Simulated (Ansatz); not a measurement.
Geometry optimisation, RKS revPBE/def2-SVP in Ansatz.

The input (input.yaml):

```yaml
crystal:
  periodic: [false, false, false]
  atoms:
    - { symbol: Si, position_ang: [-0.052727, -0.188978, 0.052853] }
    - { symbol: O, position_ang: [-0.170605, -0.299588, 1.719039] }
    - { symbol: H, position_ang: [-1.088005, -0.288988, 2.053897] }
    - { symbol: O, position_ang: [1.529457, -0.255952, -0.429534] }
    - { symbol: H, position_ang: [1.798821, -1.14089, -0.742812] }
    - { symbol: F, position_ang: [-0.833292, 1.105679, -0.529441] }
    - { symbol: F, position_ang: [-0.855152, -1.46628, -0.585059] }
    - { symbol: S, position_ang: [1.484078, 2.498321, 1.386459] }
    - { symbol: H, position_ang: [2.610914, 1.761268, 1.163176] }
    - { symbol: H, position_ang: [0.987411, 1.518108, 2.228821] }
basis:
  gaussian: { orbitals: def2-SVP }
hamiltonian:
  xc: revpbe
relax:
  f_tol: 0.03
  max_steps: 50
```

Command:

```bash
$ ansatz run input.yaml --threads 4 --pin off --max-ram 5120MiB --backend cpu --events-out ev --progress --plain --runs-dir out
```

Where does it end, and by what steps?

The forces met the threshold. After 15 steps the energy has fallen by 0.180 eV; S8 moved furthest, 0.98 Å.

```json
{"step": "0", "energy less start (eV)": "0.0000", "largest force component (eV/Å)": "0.460", "accepted": "yes"}
{"step": "1", "energy less start (eV)": "-0.0749", "largest force component (eV/Å)": "0.333", "accepted": "yes"}
{"step": "2", "energy less start (eV)": "-0.1105", "largest force component (eV/Å)": "0.515", "accepted": "yes"}
{"step": "3", "energy less start (eV)": "-0.1119", "largest force component (eV/Å)": "0.648", "accepted": "yes"}
{"step": "4", "energy less start (eV)": "-0.1418", "largest force component (eV/Å)": "0.208", "accepted": "yes"}
{"step": "5", "energy less start (eV)": "-0.1502", "largest force component (eV/Å)": "0.126", "accepted": "yes"}
{"step": "6", "energy less start (eV)": "-0.1551", "largest force component (eV/Å)": "0.092", "accepted": "yes"}
{"step": "7", "energy less start (eV)": "-0.1146", "largest force component (eV/Å)": "1.036", "accepted": "no"}
{"step": "8", "energy less start (eV)": "-0.1635", "largest force component (eV/Å)": "0.091", "accepted": "yes"}
{"step": "9", "energy less start (eV)": "-0.1646", "largest force component (eV/Å)": "0.361", "accepted": "yes"}
{"step": "10", "energy less start (eV)": "-0.1756", "largest force component (eV/Å)": "0.127", "accepted": "yes"}
{"step": "11", "energy less start (eV)": "-0.1778", "largest force component (eV/Å)": "0.140", "accepted": "yes"}
{"step": "12", "energy less start (eV)": "-0.1791", "largest force component (eV/Å)": "0.098", "accepted": "yes"}
{"step": "13", "energy less start (eV)": "-0.1798", "largest force component (eV/Å)": "0.094", "accepted": "yes"}
{"step": "14", "energy less start (eV)": "-0.1802", "largest force component (eV/Å)": "0.059", "accepted": "yes"}
{"step": "15", "energy less start (eV)": "-0.1804", "largest force component (eV/Å)": "0.014", "accepted": "yes"}
```

```xyz
10
Properties=species:S:1:pos:R:3
Si -0.205 -0.463 -0.012
O -0.421 -0.158 1.599
H -1.286 0.219 1.836
O 1.394 -0.220 -0.351
H 1.743 -0.744 -1.092
F -1.187 0.495 -0.890
F -0.619 -1.987 -0.412
S 2.131 2.610 2.119
H 2.525 1.917 1.016
H 1.336 1.573 2.504
```

Whether the end is a true minimum wasn't checked by a vibrational analysis.

Run time: 17 s on 4 threads of AMD EPYC 7R13 Processor (Zen 3), with other jobs on the host, peak memory 0.18 GiB.
